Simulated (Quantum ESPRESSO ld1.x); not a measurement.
The run below uses ld1.x (Quantum ESPRESSO 7.5).

```
 &input
    atom='Er',
    iswitch=1,
    rel=1,
    dft='REVPBE',
    config='[Kr] 4d10 4f11 5s1 5p6 6p1 6s0 5d0 5f0 7p0',
    verbosity='high',
    prefix='ld1',
    max_out_wfc=37,
    file_charge='ld1.rho',
 /
```

Output (excerpt):

```
     Program LD1 v.7.5 starts

     --------------------------- All-electron run ----------------------------

     scalar relativistic calculation

     atomic number is 68.00
     dft =REVPBE   lsd =0 sic =0 latt =0  beta=0.20 tr2=1.0E-14
     Exchange-correlation= REVPBE
                           (   1   4   4   4   0   0   0)
     mesh =2105 r(mesh) = 100.73490 a.u. xmin = -8.00 dx = 0.00800
     1 Ry =  13.60569312 eV, c = 137.03599908

     n l     nl                  e(Ry)          e(Ha)          e(eV)
     1 0     1S 1( 2.00)   -4220.351134640   -2110.175567320 -57420.8024092
     2 0     2S 1( 2.00)    -711.578256334    -355.789128167  -9681.5153887
     2 1     2P 1( 6.00)    -629.622351193    -314.811175596  -8566.4484937
     3 0     3S 1( 2.00)    -161.857597466     -80.928798733  -2202.1848007
     3 1     3P 1( 6.00)    -136.933598591     -68.466799296  -1863.0765207
     4 0     4S 1( 2.00)     -34.418014287     -17.209007143   -468.2809403
     4 1     4P 1( 6.00)     -26.217708064     -13.108854032   -356.7100903
     3 2     3D 1(10.00)    -105.773253215     -52.886626608  -1439.1184239
     4 2     4D 1(10.00)     -15.236208723      -7.618104361   -207.2991802
     4 3     4F 1(11.00)      -3.218782313      -1.609391157    -43.7937644
     5 0     5S 1( 1.00)      -6.579991542      -3.289995771    -89.5253457
     5 1     5P 1( 6.00)      -4.568700626      -2.284350313    -62.1603387
     6 1     6P 1( 1.00)      -1.496120147      -0.748060074    -20.3557516
     6 0     6S 1( 0.00)      -1.952954809      -0.976477405    -26.5713038
     5 2     5D 1( 0.00)      -2.187262676      -1.093631338    -29.7592247
     5 3     5F 1( 0.00)      -0.814063395      -0.407031698    -11.0758967
     7 1     7P 1( 0.00)      -0.749966669      -0.374983335    -10.2038164

     final scf error:  1.7E-15 reached in  31 iterations

     Etot =  -26165.232236 Ry,  -13082.616118 Ha, -355996.120296 eV

     Ekin =   28371.961745 Ry,   14185.980873 Ha,  386020.204803 eV
     Encl =  -64024.768584 Ry,  -32012.384292 Ha, -871101.353619 eV
     Eh   =   10040.524898 Ry,    5020.262449 Ha,  136608.300554 eV
     Exc  =    -552.950296 Ry,    -276.475148 Ha,   -7523.272034 eV
```

Run on one thread of a shared host, so times are rough (Intel(R) Xeon(R) Processor @ 2.60GHz): 0.73 s of CPU time, 1.6 s wall, 31 iterations on 2105 mesh points.
